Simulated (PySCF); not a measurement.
Simulated outer-valence photoelectron spectrum of `[BH3-][AsH2+]C`. Method: EOM-IP-CCSD/aug-cc-pVDZ in PySCF, restricted Hartree–Fock reference, 11 core orbitals frozen, non-relativistic, gas phase, PBE0-D3(BJ)/def2-SVP geometry.

Each root has a Gaussian of 0.5 eV full width with its one-hole share as area; cross sections and vibrations are left out, and the highest printed point is 100.

(ionisation energy (eV), intensity): (9.8, 0), (10.0, 2), (10.2, 14), (10.4, 44), (10.6, 81), (10.8, 100), (11.0, 71), (11.2, 24), (11.4, 3), (11.6, 0), (11.8, 0), (12.0, 0), (12.2, 0), (12.4, 0), (12.6, 2), (12.8, 14), (13.0, 38), (13.2, 51), (13.4, 52), (13.6, 43), (13.8, 19), (14.0, 4), (14.2, 0), (14.4, 0), (14.6, 3), (14.8, 16), (15.0, 42), (15.2, 60), (15.4, 57), (15.6, 35), (15.8, 10), (16.0, 2), (16.2, 9), (16.4, 29), (16.6, 39), (16.8, 21), (17.0, 5), (17.2, 0)

Task: Where are the maxima, and how many lines lie under the curve?

Result: 4 maxima, at 10.8, 13.3, 15.3 and 16.6 eV, from 8 lines. At this width some lines have no maximum of their own.

Task: List the lines with their holes.

Result: 
```json
{"E (eV)": "10.53", "leading hole (HF orbital)": "HOMO", "area": "0.96", "Koopmans (eV)": "11.05"}
{"E (eV)": "10.84", "leading hole (HF orbital)": "HOMO-1", "area": "0.95", "Koopmans (eV)": "11.63"}
{"E (eV)": "10.88", "leading hole (HF orbital)": "HOMO-2", "area": "0.95", "Koopmans (eV)": "11.67"}
{"E (eV)": "13.11", "leading hole (HF orbital)": "HOMO-3", "area": "0.95", "Koopmans (eV)": "13.90"}
{"E (eV)": "13.53", "leading hole (HF orbital)": "HOMO-4", "area": "0.94", "Koopmans (eV)": "14.34"}
{"E (eV)": "15.10", "leading hole (HF orbital)": "HOMO-5", "area": "0.94", "Koopmans (eV)": "16.23"}
{"E (eV)": "15.44", "leading hole (HF orbital)": "HOMO-6", "area": "0.94", "Koopmans (eV)": "16.51"}
{"E (eV)": "16.56", "leading hole (HF orbital)": "HOMO-7", "area": "0.89", "Koopmans (eV)": "18.38"}
```

The widest gap, 2.23 eV, lies between 10.88 and 13.11 eV. Only orbitals with −ε under 21 eV, eight at most, were ionised, so the high end of the curve may lack lines.
